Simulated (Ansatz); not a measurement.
Input and output for Mg₂Al₂.

```yaml
crystal:
  periodic: [false, false, false]
  atoms:
    - {symbol: Al, position_ang: [0.946332, -0.075844, -1.327569]}
    - {symbol: Al, position_ang: [0.955729, 0.227651, 1.302342]}
    - {symbol: Mg, position_ang: [-0.829036, -1.579735, 0.185615]}
    - {symbol: Mg, position_ang: [-1.073025, 1.427939, -0.160378]}
basis:
  gaussian: {orbitals: def2-SVP}
magnetization: {spin_polarized: true, initial_magnetization: 2}
hamiltonian: {xc: {name: wB97X-V}}
output: {forces: true}
```

```sh
$ ansatz run in.yaml --threads 2 --pin off --events-out ev --progress --plain --max-ram 4352MiB
```

Output, abridged:

```
Functional definition: wB97X-V
604 factors; integrals over basis functions are off by at most 1.0e-3 eV
299 factors; integrals over basis functions are off by at most 1.4e-5 eV
mean field evaluation 1: about -24067.3362 eV, gradient 4.3e0 eV
mean field evaluation 2: about -24067.6269 eV, gradient 2.0e0 eV
mean field evaluation 4: about -24067.7275 eV, gradient 3.1e-1 eV
mean field evaluation 8: about -24067.8541 eV, gradient 8.4e-2 eV
mean field evaluation 16: about -24067.8561 eV, gradient 2.4e-3 eV
mean field evaluation 32: about -24067.8561 eV, gradient 2.4e-4 eV
mean field evaluation 64: about -24067.7932 eV, gradient 7.8e-1 eV
mean field -24067.85606211 eV, -884.4773965039 hartree, gradient 1.7e-6 eV, S^2 2.064438; 6 other end points of the search recorded, 0 dependent functions left out
reference -24067.85606180 eV, -884.4773964924 hartree; 26, 24 occupied and 46, 48 virtual orbitals, 604 factors
Total energy: -24067.85606180 eV, -884.4773964924 hartree
Atom 0 at     0.946332    -0.075844    -1.327569 Å, force     0.403074     0.088115     0.337387 eV/Å
Atom 1 at     0.955729     0.227651     1.302342 Å, force     0.401709     0.008408    -0.351041 eV/Å
Atom 2 at    -0.829036    -1.579735     0.185615 Å, force    -0.384203    -0.523540     0.061736 eV/Å
Atom 3 at    -1.073025     1.427939    -0.160378 Å, force    -0.420580     0.427018    -0.048083 eV/Å
Dipole moment:    -0.319569    -0.000620     0.001600 e Å
```

It took 31 s on 2 threads of Intel Xeon Platinum 8488C on a shared host.
